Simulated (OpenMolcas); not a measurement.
## Ir2+ in a point-charge field

Ir2+ among 3 point charges of -3 e arranged as a planar triangle (D3h), 1.79 Å from the ion. The active orbitals were held to one l.

```json
{"Program": "OpenMolcas", "Method": "CASSCF", "Basis": "ANO-RCC-VDZP [7s6p4d2f]", "Scalar Hamiltonian": "DKH2, point nucleus", "Active space": "7 electrons in 5 orbitals (5d)", "State averaging": "2S+1 = 4 even, 10 roots; 2S+1 = 2 even, 40 roots", "Spin-orbit coupling": "RASSI with atomic mean-field integrals over the reference wave functions"}
```

The lowest spin-free states (labels of D3, the rotations of D3h), above the lowest:

| State | Degeneracy | E (cm-1) | Free-ion L (%) |
| --- | --- | --- | --- |
| 2E | 2 | 0.0 | D (44) |
| 4A2 | 1 | 4997 | F (85) |
| 4E | 2 | 11196 | F (55) |
| 2E | 2 | 18903 | H (55) |
| 2E | 2 | 22339 | H (100) |
| 2A2 | 1 | 24448 | P (54) |
| 2A1 | 1 | 24724 | D (67) |
| 2E | 2 | 25379 | D (48) |
| 2S+1 = 2 | 2 | 25702 | G (45) |
| 2E | 2 | 31771 | G (42) |
| 2S+1 = 4 | 2 | 42938 | F (100) |
| 4E | 2 | 45577 | F (100) |
| 4E | 2 | 48482 | P (55) |
| 2E | 2 | 56855 | G (57) |
| 2S+1 = 2 | 2 | 57551 | H (58) |
| 2E | 2 | 58245 | G (43) |
| 2E | 2 | 58903 | G (55) |
| 2E | 2 | 61194 | D (51) |
| 2A1 | 1 | 61917 | G (54) |
| 2E | 2 | 63391 | D (50) |

The lowest levels with spin-orbit coupling:

```
E (cm-1)  Degeneracy  Label      2S+1                g
     0.0           2   E3/2         2   0.00 0.00 2.15
    5863           2   E1/2  4 (89 %)   1.80 5.48 5.48
    7242           2   E1/2  2 (79 %)   0.00 0.00 6.36
    8625           2   E3/2         4   0.00 0.00 5.63
   13890           2   E3/2  4 (74 %)   0.00 0.00 4.12
   15128           2   E1/2  4 (89 %)   1.13 3.52 3.52
   16499           2   E1/2  4 (79 %)   0.00 0.00 7.55
   17546           2   E1/2  4 (85 %)   1.99 1.99 2.77
   21036           2   E3/2         2   0.00 0.00 9.60
   21735           2   E1/2         2   0.00 0.00 6.42
   26191           2   E1/2         2  0.00 0.00 12.00
   26908           2   E1/2  2 (76 %)   0.84 0.84 2.13
   28439           2   E3/2  2 (77 %)   0.00 0.00 4.03
   29581           2   E1/2         2   0.00 0.00 4.13
   31443           2   E3/2         2   0.00 0.00 8.53
   32190           2   E1/2         2   0.14 0.21 0.21
   32826           2   E1/2         2   1.02 1.02 1.35
   33573           2   E1/2         2   0.00 0.00 7.79
   41692           2   E1/2  2 (86 %)   0.60 2.05 2.05
   42019           2   E3/2         2   0.00 0.00 3.97
```

Powder χT (cm3 K/mol): 0.145 at 2 K, 0.146 at 10 K, 0.152 at 50 K, 0.159 at 100 K, 0.173 at 200 K, 0.186 at 300 K. The effective moment at 300 K is 2.828 √(χT) = 1.22 μB.

The lowest level has 2S+1 = 2, for which the spin-only value is χT = S(S+1) / 2 = 0.375 cm3 K/mol (g = 2). The computed 0.186 at 300 K differs by -0.189, through orbital momentum, spin-orbit coupling and any other state in reach.

An orbital doublet at a regular site is open to a Jahn-Teller distortion, which this geometry leaves out. Without dynamic correlation the repulsion within the d shell is too large (B by tens of per cent), so at a given field states of lower spin stand too high. This shell can be high or low spin here, a state of another spin lies low, and with metal d orbitals alone active their balance is uncertain, so the ground spin may be wrong, although the usual error favours high spin. Point charges carry no covalency, so the field is a model and not that of real ligands. An unlabelled pair can be two single states that coincide in this model. No measured value stands beside these numbers.

The RASSCF and RASSI steps took 9.2 s on 1 thread of Arm Neoverse V2, with other jobs on the host; the integral step is not counted.

A state without a sure symmetry label is named by its multiplicity alone.
